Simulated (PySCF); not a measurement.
SMILES F[Si](F)(F)[SiH2][SiH2][SiH3] (H7F3Si4) (GFN2-xTB optimised geometry):

```
14

F      0.046    -1.964     1.131
Si     0.360    -0.888     0.000
F      0.046    -1.720    -1.326
F      1.955    -0.888     0.000
Si    -0.591     1.182     0.000
Si    -0.443     2.189    -2.100
Si     1.586     1.866    -3.185
H     -1.955     1.028     0.536
H      0.100     1.964     1.041
H     -1.565     1.693    -2.918
H     -0.759     3.618    -1.932
H      2.630     2.716    -2.607
H      2.023     0.476    -3.053
H      1.528     2.177    -4.616
```

Method: PySCF with CAM-B3LYP/def2-TZVP.

What are the frontier orbital energies and the dipole moment?

HOMO-2 -11.14 eV, HOMO-1 -10.50 eV, HOMO -10.05 eV, LUMO -0.13 eV, LUMO+1 0.07 eV; dipole moment 3.46 D.

On the same geometry PBE/def2-TZVP run with PySCF gives HOMO-2 -8.42 eV, HOMO-1 -7.96 eV, HOMO -7.70 eV, LUMO -2.01 eV, LUMO+1 -1.82 eV; dipole moment 3.22 D.

Meta-Löwdin charges at CAM-B3LYP/def2-TZVP: F1 -0.49, Si2 1.45, F3 -0.50, F4 -0.50, Si5 0.10, Si6 0.16, Si7 0.27, H8 -0.06, H9 -0.06, H10 -0.07, H11 -0.07, H12 -0.08, H13 -0.07, H14 -0.08.
